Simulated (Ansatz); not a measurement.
Start from `O[SiH2]SC[SiH3]` and change one atom or group to get `C=CSC[SiH3]`.

Ansatz, PBE0-D4/def2-TZVP geometries, multiplicity 1. Each molecule was computed in one conformer, which needn't be the lowest.

```
                                      property  `O[SiH2]SC[SiH3]`
         LUMO energy (ωB97M-V/def2-TZVPP) / eV               1.40
         HOMO energy (ωB97M-V/def2-TZVPP) / eV              -9.12
           HOMO–LUMO gap (PBE/def2-TZVPP) / eV               4.53
         HOMO–LUMO gap (B3LYP/def2-TZVPP) / eV               6.16
       HOMO–LUMO gap (ωB97M-V/def2-TZVPP) / eV              10.52
size of the dipole moment (PBE/def2-TZVPP) / D               1.98
```

Q: Give the same properties after the change, and the shifts. (An estimate is asked.)

A: Computed: 
```json
{"property": "LUMO energy (ωB97M-V/def2-TZVPP) / eV", "`C=CSC[SiH3]`": "1.74", "shift": "0.34"}
{"property": "HOMO energy (ωB97M-V/def2-TZVPP) / eV", "`C=CSC[SiH3]`": "-8.27", "shift": "0.85"}
{"property": "HOMO–LUMO gap (PBE/def2-TZVPP) / eV", "`C=CSC[SiH3]`": "3.97", "shift": "-0.56"}
{"property": "HOMO–LUMO gap (B3LYP/def2-TZVPP) / eV", "`C=CSC[SiH3]`": "5.55", "shift": "-0.61"}
{"property": "HOMO–LUMO gap (ωB97M-V/def2-TZVPP) / eV", "`C=CSC[SiH3]`": "10.01", "shift": "-0.51"}
{"property": "size of the dipole moment (PBE/def2-TZVPP) / D", "`C=CSC[SiH3]`": "1.15", "shift": "-0.83"}
```

With PBE0 the HOMO rises by 0.79 eV and the LUMO rises by 0.16 eV, so the gap narrows by about 0.63 eV. PBE moves the HOMO by 0.67 eV and ωB97M-V by 0.85 eV. Dipoles are sizes alone; their direction can turn.

B3LYP here is the variant with VWN-RPA as its local correlation; programs differ in this.
